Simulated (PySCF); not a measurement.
**C$_{3}$H$_{10}$N$_{2}$OSi: full NMR table**

```
Formula                               : C3H10N2OSi
SMILES                                : CN(C)[SiH2]C(N)=O
Point group of the computed structure : C1
Degrees of unsaturation               : 1
Carbon signals                        : 2
Proton signals                        : 3
```

Atom-mapped SMILES (the numbers label the heavy atoms): `[CH3:1][N:2]([CH3:3])[SiH2:4][C:5]([NH2:6])=[O:7]`. Each H is labelled by its parent atom.

- PBE0/pcSseg-1 with gauge-including orbitals
- coordinates at the GFN2-xTB level
- program: PySCF
- gas phase, averaged over atoms made equivalent by symmetry, fast rotation or ring inversion, a single conformation, non-relativistic

δ = σ(ref) − σ, references computed at the same level: TMS for ¹H, ¹³C, ²⁹Si; ¹⁵N vs NH3; ¹⁷O against H2O.

| carbon | δC, type | δH (multiplicity) | HMBC from (2–3 bonds) | span of the C tensor (ppm) |
| --- | --- | --- | --- | --- |
| C1/C3 | 41.9, CH3 | 2.67 (s) | H(Si4), H(C1)/H(C3) | 63 |
| C5 | 182.1, C | – | H(Si4) | 184 |

Other nuclei:
```csv
atoms,nucleus,environment,δ (ppm),σ (ppm)
H(N6),¹H,hydrogen on an amide-type nitrogen,5.51,26.21
H(Si4),¹H,"hydrogen on a silicon bonded to C, N",4.69,27.03
Si4,²⁹Si,"silicon bonded to C, N, 2 H",-41.7,390.9
N6,¹⁵N,amide-type nitrogen,132.0,135.7
N2,¹⁵N,"nitrogen bonded to 2 C, Si",20.2,247.5
O7,¹⁷O,amide-type carbonyl oxygen,516.2,-180.1
```

1. Carbon types of the structure: 1 × C, 2 × CH3, leaving 4 H on heteroatoms.
2. δC 182.1: carbonyl carbon.
3. δC 41.9: methyl carbon bonded to N; pulled downfield by the heteroatom.
4. δH 5.51: hydrogen on an amide-type nitrogen; labile proton, position sensitive to the medium.
5. δH 4.69: hydrogen on a silicon bonded to C, N.
6. δH 2.67: hydrogen on a methyl carbon bonded to N; its carbon carries N, an electronegative neighbour.

OH and NH positions are those of a molecule without intermolecular hydrogen bonds; in solution they move with solvent, concentration and temperature, and exchange usually removes their couplings. Shifts are as computed. Against solution values, carbons near 30 ppm lie about +3 ppm off and those near 130 ppm about +5 ppm. Of 1211 compounds with measured shifts, 218 miss one by over three times the rms of a fit or turn the order of signals round; such compounds aren't used in these exercises. Hydrogen bonding in solution shields acid and N–H amide carbonyl oxygens by tens of ppm. The C=O carbon of an acid or of an amide with N–H lies up to 10 ppm further downfield in solution, through hydrogen bonding that the calculation lacks. Unscaled 17O shifts of doubly bonded oxygen tend to come out too high, by tens of ppm or more. Experimental scales use liquid or dissolved standards, which lie at an offset from isolated NH3 (liquid NH3: subtract about 20 ppm) and H2O (liquid H2O: subtract about 36 ppm). No couplings were computed; multiplicities are counted from neighbouring protons, with m where these are inequivalent, close in shift, in a saturated or five-membered ring or joined by F or P, and br s for small geminal =CH2 splittings.
